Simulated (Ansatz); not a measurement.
Consider the ligand exchange at a B–N bond: `OB(F)N[SiH3]` + CH₃SH → `CSB(O)F` + `N[SiH3]`.

Isolated molecules relaxed with PBE0-D4/def2-TZVP in Ansatz; ΔE leaves out vibrations. CBS: MP2 limit from def2 TZ/QZ plus the TZ coupled-cluster correction, frozen cores. This one scheme is used for every species. Each species was taken in one conformer, which may not be the lowest.

| species | CCSD(T)/CBS(def2) energy (Eh) |
| --- | --- |
| `OB(F)N[SiH3]` | -546.73546 |
| CH₃SH | -438.22835 |
| `CSB(O)F` | -638.14232 |
| `N[SiH3]` | -346.80422 |

(1) Work out ΔE.

Largest T1 diagnostic among the species: 0.012.

Results:

(1) ΔE = (-638.14232) + (-346.80422) − (-546.73546) − (-438.22835) = 0.01727 Eh = +45.3 kJ/mol.

Leaving LDA and LC-ωPBE aside and taking each functional with its dispersion term where it has one, the values, not all of them listed here, spread over 16.8 kJ/mol, from revPBE-D4 to BHLYP-D4. LDA lies +3.9 kJ/mol from PBE without D4. From PBE to PBE0 (25 % exact exchange), in def2-TZVPP and without D4, ΔE moves by +5.0 kJ/mol.
